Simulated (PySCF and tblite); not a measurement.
Results of a calculation; reference values are marked as such.
C₇H₁₁N, numbered as in [N:1]#[C:2][CH:3]1[CH2:4][CH2:5][CH2:6][CH2:7][CH2:8]1.

Geometries PBE0-D3(BJ)/def2-SVP; weights from CAM-B3LYP-D3(BJ)/def2-SVPD (IEF-PCM, chloroform) energies and GFN2-xTB thermal corrections, with symmetry numbers and mirror pairs. Conformers within 3 kcal/mol (GFN2-xTB free energy) were kept, 8 at most. Of two unlike H on one atom, a is the less shielded (PBE0/pcSseg-1 (IEF-PCM, chloroform)). Codes: tblite and PySCF.

An NOE distance is ⟨r⁻⁶⟩^(−1/6) over all pairs of like atoms and, for the average, over conformers.

The 6-ring runs over atoms 3–4–5–6–7–8.

| conformer | shape | weight % |
| --- | --- | --- |
| 1 | 6-ring chair (all substituents equatorial) | 64.1 |
| 2 | 6-ring chair (C2 axial) | 35.9 |

Which H–H contacts under 3.5 Å would NOEs report (pairs on one atom left out) at 298.15 K?


```json
{"pair": "H3 ··· H4a/H8a", "in 1 (Å)": "2.48", "in 2 (Å)": "2.43", "average (Å)": "2.46"}
{"pair": "H5a/H7a ··· H6b", "in 1 (Å)": "2.48", "in 2 (Å)": "2.48", "average (Å)": "2.48"}
{"pair": "H5b/H7b ··· H6a", "in 1 (Å)": "2.48", "in 2 (Å)": "2.48", "average (Å)": "2.48"}
{"pair": "H5a/H7a ··· H6a", "in 1 (Å)": "2.51", "in 2 (Å)": "3.07", "average (Å)": "2.64"}
{"pair": "H3 ··· H4b/H8b", "in 1 (Å)": "3.06", "in 2 (Å)": "2.51", "average (Å)": "2.77"}
{"pair": "H4b/H8b ··· H5a/H7a", "in 1 (Å)": "2.77", "in 2 (Å)": "2.77", "average (Å)": "2.77"}
{"pair": "H4a/H8a ··· H5b/H7b", "in 1 (Å)": "2.77", "in 2 (Å)": "2.77", "average (Å)": "2.77"}
{"pair": "H3 ··· H5b/H7b", "in 1 (Å)": "2.59", "in 2 (Å)": "4.31", "average (Å)": "2.78"}
{"pair": "H5b/H7b ··· H6b", "in 1 (Å)": "3.07", "in 2 (Å)": "2.51", "average (Å)": "2.78"}
{"pair": "H4b/H8b ··· H6b", "in 1 (Å)": "2.64", "in 2 (Å)": "4.32", "average (Å)": "2.83"}
{"pair": "H4a/H8a ··· H5a/H7a", "in 1 (Å)": "2.81", "in 2 (Å)": "3.35", "average (Å)": "2.93"}
{"pair": "H4b/H8b ··· H5b/H7b", "in 1 (Å)": "3.35", "in 2 (Å)": "2.81", "average (Å)": "3.07"}
{"pair": "H4a/H8a ··· H6a", "in 1 (Å)": "4.32", "in 2 (Å)": "2.63", "average (Å)": "3.08"}
```

Longer pairs under the limit may be missing.
